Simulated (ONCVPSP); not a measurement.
## barium (Ba): excitation energies, all-electron against ONCV

```json
{
 "Element": "barium (Ba)",
 "Generator": "ONCVPSP 4.0.1",
 "Type": "optimised norm-conserving Vanderbilt (ONCV)",
 "Functional": "PBE",
 "Relativity": "scalar-relativistic",
 "Frozen core": "[Kr] 4d10",
 "Valence charge": "10",
 "Reference configuration": "5s2 5p6 6s1.75 6p0.25",
 "Partial waves": "5s+6s: rc 3.00 bohr, ncon 3, nbas 6, qcut 3.8 1/bohr, 2 projectors; 5p+6p: rc 3.35 bohr, ncon 3, nbas 7, qcut 4.9 1/bohr, 2 projectors; d scattering state at 0.08 Ha: rc 3.35 bohr, ncon 4, nbas 7, qcut 2.7 1/bohr, 1 projector",
 "Local potential": "polynomial inside 2.25 bohr (lpopt 5, dvloc0 3 Ha)",
 "Core correction": "none"
}
```

In the d channel the program set the typed energies aside and used -0.082 Ha.

Energies are relative to the spin-unpolarised reference configuration 5s2 5p6 6s1.75 6p0.25; without spin polarisation the order of configurations can differ from experiment.

```json
{"valence configuration": "5s2 5p6 6s2 6p0", "charge": "0", "ΔE all-electron (eV)": "-0.499", "error AE − PS (meV)": "0.0"}
{"valence configuration": "5s2 5p6 6s0 6p0", "charge": "+2", "ΔE all-electron (eV)": "14.844", "error AE − PS (meV)": "-1.7"}
{"valence configuration": "5s2 5p5 6s2 6p0", "charge": "+1", "ΔE all-electron (eV)": "22.779", "error AE − PS (meV)": "-40"}
```

**Question.** What are ΔE and the potential's error for 5s2 5p6 6s1 6p0?

**Answer.** ΔE = 4.863 eV all-electron; the error (AE − PS) is -0.5 meV.

Levels in the configuration 5s2 5p6 6s2 6p0:

```json
{"level": "5s", "all-electron (eV)": "-33.675", "pseudo (eV)": "-33.673"}
{"level": "5p", "all-electron (eV)": "-18.737", "pseudo (eV)": "-18.737"}
{"level": "6s", "all-electron (eV)": "-3.230", "pseudo (eV)": "-3.230"}
```
